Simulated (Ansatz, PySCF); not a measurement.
1-ethyl-4-methoxybenzene (C9H12O), SMILES c1c(ccc(c1)OC)CC.

Coordinates come from a B3LYP-D3(BJ)/def2-SVP optimisation. Other conformers were not sampled.

Vertical ionisation energy (IE) and electron affinity (EA) in eV. Rows of orbital energies are one-electron estimates. Where ΔSCF, EOM or ADC give a negative EA the extra electron is unbound and the value depends on the basis.

```json
[
 {"level": "−ε(HOMO), −ε(LUMO), r2SCAN/def2-SVP (PySCF)", "IE": "5.28", "EA": "0.81"},
 {"level": "ΔSCF, PBE0/def2-SVPD (Ansatz), final states of multiplicity 2 and 2", "IE": "[?]", "EA": "[?]"}
]
```

**Question.** What belongs in the gaps? (The exact figures need the calculation; the answer reports its results.)

**Answer.** 
- ΔSCF, PBE0/def2-SVPD (Ansatz, an electronic-structure program), final states of multiplicity 2 and 2, IE: 7.92
- ΔSCF, PBE0/def2-SVPD (Ansatz), final states of multiplicity 2 and 2, EA: -1.40

**Question.** What vertical singlet–triplet gap does ΔSCF give with PBE0/def2-SVPD (Ansatz)? (An estimate is asked for; the answer gives what the named calculation found.)

**Answer.** 3.89 eV (triplet above singlet where positive).
